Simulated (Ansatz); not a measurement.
`B[AsH]N` + H₂S → `N[AsH]S` + BH₃ at 500 K and 1 bar (cleavage of the As–B bond).

Program: Ansatz. Geometries: PBE0-D4/def2-TZVP. ΔE: electronic, gas phase. CCSD(T)/CBS adds triple-zeta CCSD(T) − MP2 to the extrapolated MP2 energy (def2 sets, frozen cores). This one scheme is used for every species. For As outer-core shells are correlated without core-valence functions, which leaves a few kJ/mol of doubt a bond. Scalar relativity is left out up to krypton. Each species was taken in one conformer, which may not be the lowest.

```csv
species,CCSD(T)/CBS energy (Eh),H − E (kJ/mol),S (J/(mol·K))
`B[AsH]N`,-2317.47891,179.8,354.1
H₂S,-398.97279,57.0,224.0
`N[AsH]S`,-2689.90174,150.3,362.5
BH₃,-26.55200,86.8,208.8
```

H − E and S are ideal-gas, rigid-rotor, harmonic terms from PBE0-D4/def2-TZVP, for one conformer and one mirror image of each species. 1 Eh = 2625.50 kJ/mol, R = 8.31446 J/(mol·K).

Problem. By hand: ΔE, ΔH, ΔS and ΔG.

Solution. ΔE = (-2689.90174) + (-26.55200) − (-2317.47891) − (-398.97279) = -0.00204 Eh = -5.4 kJ/mol. Δ(H − E) = 150.3 + 86.8 − 179.8 − 57.0 = 0.3, so ΔH = -5.1 kJ/mol. ΔS = 362.5 + 208.8 − 354.1 − 224.0 = -6.8 J/(mol·K). ΔG = -5.1 − 500 × (-6.8)/1000 = -1.7 kJ/mol.

Problem. By hand: the equilibrium constant, and the temperature at which ΔG would vanish if ΔH and ΔS stayed fixed.

Solution. log₁₀ K = −ΔG/(RT ln 10) = 0.2. ΔG = 0 at ΔH/ΔS = 750 K, though so small a ΔH makes that figure unsure.

TΔS isn't small against ΔH here. The sign of ΔG lies within the doubt. A doubt of 5 kJ/mol in ΔE shifts log₁₀ K by 0.5 here. Other conformers and mirror images would add mixing entropy, several J/(mol·K) or more a flexible species. These are equilibria of isolated gas molecules and say nothing of rates. Largest T1 diagnostic: 0.014 (customary marks: 0.02 for closed shells, 0.045 for open ones).
